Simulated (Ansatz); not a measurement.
A further run on Al7N7.

```yaml
crystal:
  periodic: [false, false, false]
  atoms:
    - {symbol: Al, position_ang: [-3.104827, 1.150415, -0.057697]}
    - {symbol: Al, position_ang: [1.086035, -3.546006, 0.134731]}
    - {symbol: Al, position_ang: [-1.516741, -1.082929, 0.082668]}
    - {symbol: Al, position_ang: [1.079668, -1.084835, -0.132039]}
    - {symbol: Al, position_ang: [1.087720, 1.514370, 0.049685]}
    - {symbol: Al, position_ang: [-1.141995, 3.108584, -0.079280]}
    - {symbol: Al, position_ang: [3.544477, -1.095176, 0.102667]}
    - {symbol: N, position_ang: [-3.196300, -0.583712, 0.049956]}
    - {symbol: N, position_ang: [-2.854313, 2.861475, -0.128750]}
    - {symbol: N, position_ang: [-0.261523, -2.417474, 0.233199]}
    - {symbol: N, position_ang: [2.489986, -2.500769, -0.242448]}
    - {symbol: N, position_ang: [0.593507, 3.195113, 0.006123]}
    - {symbol: N, position_ang: [2.420797, 0.256814, 0.197091]}
    - {symbol: N, position_ang: [-0.226471, 0.224130, -0.215906]}
basis:
  gaussian: {orbitals: def2-SVPD, final_grid: {core_spheres: 20, valence_spheres: 16, degree: 47}}
magnetization: {spin_polarized: true, initial_magnetization: 2}
hamiltonian: {xc: {name: CAM-B3LYP}}
scf: {omitted_lower_state_checks: [starts]}
output: {forces: true}
```

```sh
$ ansatz run in.yaml --threads 2 --pin off --events-out ev --progress --plain --max-ram 32768MiB --backend cuda --devices 0, --max-vram 18GiB
```

Output, abridged:

```
Functional definition: CAM-B3LYP
  name "CAM-B3LYP"
  cite "Yanai, Tew & Handy, Chem. Phys. Lett. 393, 51 (2004) doi:10.1016/j.cplett.2004.06.011"
  cite "Iikura, Tsuneda, Yanai & Hirao, J. Chem. Phys. 115, 3540 (2001) doi:10.1063/1.1383587"
  cite "Becke, Phys. Rev. A 38, 3098 (1988) doi:10.1103/PhysRevA.38.3098"
  cite "Lee, Yang & Parr, Phys. Rev. B 37, 785 (1988) doi:10.1103/PhysRevB.37.785"
  cite "Vosko, Wilk & Nusair, Can. J. Phys. 58, 1200 (1980) doi:10.1139/p80-159"
  parameter alpha = 0.19
  parameter beta = 0.46
  parameter omega = 0.33/bohr
  parameter ac = 0.81
  # Exact exchange under (alpha + beta erf(omega r))/r, Becke's under what is left of 1/r.
  exchange = (1 - alpha - beta)*b88_x + beta*b88_x_sr(omega) + alpha*exact_x + beta*exact_x_lr(omega)
  correlation = (1 - ac)*vwn5_c + ac*lyp_c
these checks for a lower state are left out or cut short: starts
2842 factors; integrals over basis functions are off by at most 1.9e-4 eV
1089 factors; integrals over basis functions are off by at most 2.2e-5 eV
mean field evaluation 1: about -56538.7410 eV, gradient 1.0e2 eV
mean field evaluation 2: about -56400.6494 eV, gradient 1.8e2 eV
mean field evaluation 4: about -56582.8105 eV, gradient 2.8e1 eV
mean field evaluation 8: about -56586.4821 eV, gradient 8.1e-1 eV
mean field evaluation 16: about -56586.6792 eV, gradient 2.2e-1 eV
mean field evaluation 32: about -56586.6932 eV, gradient 2.6e-2 eV
mean field -56586.69348738 eV, -2079.5226298226 hartree, gradient 5.2e-6 eV, S^2 2.062445; 0 other end points of the search recorded, 0 dependent functions left out
the calculation of the forces begins
reference -56586.69364645 eV, -2079.5226356686 hartree; 71, 69 occupied and 237, 239 virtual orbitals, 2842 factors
Total energy: -56586.69364645 eV, -2079.5226356686 hartree
Atom 0 at    -3.104827     1.150415    -0.057697 Å, force    -0.393169     0.095364     0.015340 eV/Å
Atom 1 at     1.086035    -3.546006     0.134731 Å, force    -0.102843     0.024476    -0.009117 eV/Å
Atom 2 at    -1.516741    -1.082929     0.082668 Å, force     0.006532    -0.687679     0.029016 eV/Å
Atom 3 at     1.079668    -1.084835    -0.132039 Å, force     0.453423    -0.449145    -0.087024 eV/Å
Atom 4 at     1.087720     1.514370     0.049685 Å, force     0.688739     0.021351     0.016416 eV/Å
Atom 5 at    -1.141995     3.108584    -0.079280 Å, force    -0.062219     0.398736     0.010357 eV/Å
Atom 6 at     3.544477    -1.095176     0.102667 Å, force    -0.006347     0.106882    -0.007925 eV/Å
Atom 7 at    -3.196300    -0.583712     0.049956 Å, force     0.276069     0.293448    -0.082488 eV/Å
Atom 8 at    -2.854313     2.861475    -0.128750 Å, force     0.385412    -0.400102     0.056828 eV/Å
Atom 9 at    -0.261523    -2.417474     0.233199 Å, force    -0.083924     0.374921    -0.016875 eV/Å
Atom 10 at     2.489986    -2.500769    -0.242448 Å, force    -0.084167     0.068418     0.064434 eV/Å
Atom 11 at     0.593507     3.195113     0.006123 Å, force    -0.305212    -0.282229    -0.072437 eV/Å
Atom 12 at     2.420797     0.256814     0.197091 Å, force    -0.390298     0.082519    -0.011399 eV/Å
Atom 13 at    -0.226471     0.224130    -0.215906 Å, force    -0.381995     0.353040     0.094875 eV/Å
Dipole moment:     1.259197    -1.284046     0.088627 e Å
Checks for a lower state left out: starts
```

Hardware: 2 threads of AMD EPYC 7R13 on a shared host and a share (18 GiB) of an NVIDIA H100 80GB HBM3. Wall time 38 s, peak host memory 1.3 GiB.
